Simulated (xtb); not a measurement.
TeFCl, SMILES F[Te]Cl. All values are semi-empirical tight-binding results from xtb (GFN2-xTB unless named), good for trends rather than for accurate numbers. The structure is a stationary point at GFN2-xTB.

Optimised geometry:

Bonds (Å): Te1–F2 1.988, Te1–Cl3 2.301. Bond angles (°): F2–Te1–Cl3 93.6.

Computed properties:
The point group as xtb finds it comes out as Cs, the orbital gap is 2.94 eV and the zero-point energy is 1.4 kcal/mol. The G − E(el) at 298.15 K (modified RRHO) is -17.0 kcal/mol and the static polarisability (D4 model) comes out as 56.5 bohr³. The solvation energy, GFN2-xTB/ALPB(water) comes out as -2.2 kcal/mol. The solvation energy, GFN2-xTB/ALPB(toluene) comes out as -3.3 kcal/mol.

Computed atomic charges and the Wiberg bond orders between heavy atoms:
charges (e) Te1 0.24, F2 -0.22, Cl3 -0.01. Bond orders Te1–F2 1.17, Te1–Cl3 1.36.
